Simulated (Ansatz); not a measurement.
Ideal-gas functions of CH2FNOSi (`O=C1N[SiH]1F`) at 800 K and 1 bar, from an Ansatz frequency run at PBE0-D4/def2-TZVP.

Molar mass 91.12 g/mol, point group C1 (symmetry number 1), electronic degeneracy 1, moments of inertia 44.143, 192.426, 207.749 u Å². Harmonic wavenumbers (cm⁻¹, unscaled): 151, 274, 397, 480, 569, 671, 699, 734, 842, 946, 1115, 1177, 1898, 2265, 3541.

Use S(trans) = R[1.5 ln M + 2.5 ln T − 1.1517]; rotational temperatures θ = 24.2544 K / I; S(rot) = R[ln(√π/σ · √(T³/θAθBθC)) + 1.5]; for each mode x = 1.438777 ν̃/T, S = R[x/(eˣ − 1) − ln(1 − e⁻ˣ)] and H = RT x/(eˣ − 1); 1 cm⁻¹ = 0.0119627 kJ/mol; R = 8.31446 J/(mol·K).

By hand: the entropy, in J/(mol·K).

Translation 185.6. Rotation: θ = 0.5495, 0.126, 0.1167 K, giving 120.6. Vibration, mode by mode: 19.18, 14.28, 11.29, 9.79, 8.48, 7.24, 6.94, 6.58, 5.62, 4.83, 3.80, 3.48, 1.24, 0.73, 0.11, in all 103.6. Electronic 0.0. Sum 409.8 J/(mol·K).

By hand: H − E and G − E in kJ/mol, counted from the electronic energy.

Zero-point energy ½ × 15759 × 0.0119627 = 94.3; thermal vibration 44.1; translation, rotation and pV give 4 RT = 26.6. H − E = 165.0 kJ/mol, and G − E = 165.0 − 800 × 409.8/1000 = -162.8 kJ/mol.

Vibration gives 25 % of the entropy. The sum counts one conformer and one mirror image; others add a mixing term.
